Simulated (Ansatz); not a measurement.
`BOC(=N)Cl` + H₂Se → `N=C(Cl)[SeH]` + `BO` at 400 K and 1 bar (substitution at a C–O bond).

Gas-phase electronic energies from Ansatz, PBE0-D4/def2-TZVP geometries. CBS: MP2 limit from def2 TZ/QZ plus the TZ coupled-cluster correction, frozen cores. This one scheme is used for every species. For Se outer-core shells are correlated without core-valence functions, which leaves a few kJ/mol of doubt a bond. Scalar relativity is left out up to krypton. One conformer a species, not always the lowest.

```tsv
species	CCSD(T)/CBS energy (Eh)	H − E (kJ/mol)	S (J/(mol·K))
`BOC(=N)Cl`	-654.30551	153.1	343.1
H₂Se	-2401.89790	49.4	229.5
`N=C(Cl)[SeH]`	-2954.40837	101.9	339.5
`BO`	-101.80414	108.2	244.0
```

H − E and S are ideal-gas, rigid-rotor, harmonic terms from PBE0-D4/def2-TZVP, for one conformer and one mirror image of each species. 1 Eh = 2625.50 kJ/mol, R = 8.31446 J/(mol·K).

**Question.** By hand: ΔE, ΔH, ΔS and ΔG.

**Answer.** ΔE = (-2954.40837) + (-101.80414) − (-654.30551) − (-2401.89790) = -0.00910 Eh = -23.9 kJ/mol. Δ(H − E) = 101.9 + 108.2 − 153.1 − 49.4 = 7.6, so ΔH = -16.3 kJ/mol. ΔS = 339.5 + 244.0 − 343.1 − 229.5 = 10.9 J/(mol·K). ΔG = -16.3 − 400 × (10.9)/1000 = -20.7 kJ/mol.

**Question.** By hand: the equilibrium constant, and the temperature at which ΔG would vanish if ΔH and ΔS stayed fixed.

**Answer.** log₁₀ K = −ΔG/(RT ln 10) = 2.7. ΔH and −TΔS have one sign here, so there is no such temperature.

The number of gas molecules stays the same, so ΔS is small and ΔH decides. A doubt of 5 kJ/mol in ΔE shifts log₁₀ K by 0.7 here. Other conformers and mirror images would add mixing entropy, several J/(mol·K) or more a flexible species. These are equilibria of isolated gas molecules and say nothing of rates. Largest T1 diagnostic: 0.014 (customary marks: 0.02 for closed shells, 0.045 for open ones).

ΔS is within the doubt of such terms, so its sign, and with it that verdict, could turn.
